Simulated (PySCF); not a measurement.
## Ru: excitation energy

Ru [Kr] 4d7 5s1 (5F) → Ru [Kr] 4d6 5s1 5p1 (high-spin determinant), as a difference of total energies. All numbers are calculated (PySCF 2.14, a scalar-relativistic core potential, in aug-cc-pVTZ-PP with ECP28MDF (6s6p5d3f2g, 88 functions)). Correlated levels: valence: 4s2 4p6 frozen. The calculations carry no spin-orbit coupling.

```
           method  excitation energy (eV)
              UHF                   1.622
              LDA                   3.562
              PBE                   3.513
             PBE0                   3.237
           r2SCAN                   3.081
            B97-3                   3.603
            TPSSh                   3.428
             BP86                   3.606
            B3LYP                   3.569
    MP2 (valence)                   2.990
SCS-MP2 (valence)                   3.330
```

Task: How much does correlation contribute at MP2 (valence)?

Result: 2.990 − (1.622) = 1.368 eV, measured against UHF.

The determinant of the upper state mixes LS terms, which raises its energy above the lowest term, most at the Hartree-Fock and MP2 levels.
